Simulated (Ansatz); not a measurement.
The cluster Na₂Te. Charge 0, multiplicity 1. Geometry relaxed at r2SCAN-D4/def2-TZVP.

Cartesian coordinates in Å:
```
Na 2.0301 0.2062 -0.9226
Na -1.3562 -0.8220 1.5810
Te -0.6739 0.6158 -0.6584
```

In the def2 sets Te takes a core potential; there is no spin–orbit coupling. The structure comes from a short search, and lower isomers may exist.

Problem. Estimate the harmonic wavenumbers at RKS r2SCAN-D4/def2-TZVP (Ansatz, unscaled). Is this a minimum?

Solution. 50, 242, 254 cm⁻¹. Yes, no mode is imaginary beyond noise. Zero-point energy 3.3 kJ/mol. It took 17 s on 4 threads of Arm Neoverse V2 on a shared host.
